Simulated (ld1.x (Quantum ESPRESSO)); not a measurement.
# An all-electron radial function and its pseudo partner (gold)

Columns: radius, all-electron u(r) and pseudo u(r) of the 6s shell (level -22.76 eV) of gold in the configuration [Kr] 4d10 4f14 5s2 5p6 5d9 6s0 6p0; PBE, scalar-relativistic, PAW scheme, ld1.x (Quantum ESPRESSO) 7.5.

| r (bohr) | all-electron | pseudo |
| --- | --- | --- |
| 0.108 | 0.1251 | 0.0127 |
| 0.215 | -0.0363 | 0.0221 |
| 0.322 | -0.2398 | 0.0258 |
| 0.430 | -0.0824 | 0.0210 |
| 0.538 | 0.1687 | 0.0059 |
| 0.645 | 0.3319 | -0.0204 |
| 0.752 | 0.3723 | -0.0584 |
| 0.860 | 0.3125 | -0.1083 |
| 0.968 | 0.1900 | -0.1685 |
| 1.075 | 0.0398 | -0.2363 |
| 1.182 | -0.1156 | -0.3098 |
| 1.290 | -0.2628 | -0.3867 |
| 1.398 | -0.3923 | -0.4631 |
| 1.505 | -0.4998 | -0.5349 |
| 1.612 | -0.5858 | -0.5998 |
| 1.720 | -0.6518 | -0.6556 |
| 1.828 | -0.6987 | -0.6991 |
| 1.935 | -0.7287 | -0.7287 |
| 2.042 | -0.7445 | -0.7445 |
| 2.150 | -0.7484 | -0.7484 |
| 2.258 | -0.7423 | -0.7423 |
| 2.365 | -0.7284 | -0.7284 |
| 2.472 | -0.7084 | -0.7084 |
| 2.580 | -0.6833 | -0.6833 |
| 2.688 | -0.6547 | -0.6547 |
| 2.795 | -0.6239 | -0.6239 |

How many radial nodes do the two functions have?

The all-electron 6s function has n − l − 1 = 5 (the table is too coarse to show those close to the nucleus); the pseudo-wave has 1, since 1 lower shell of the same l stays in the valence.

At about which radius was the pseudo-wave matched?

1.95 bohr. The columns agree to 0.0005 from 1.83 bohr on; several derivatives are matched, so the curves merge somewhat inside the radius.

Is the pseudo-wave norm-conserving?

No, it belongs to a PAW set: the norm inside the radius is not constrained, and the difference is carried by the augmentation charge.
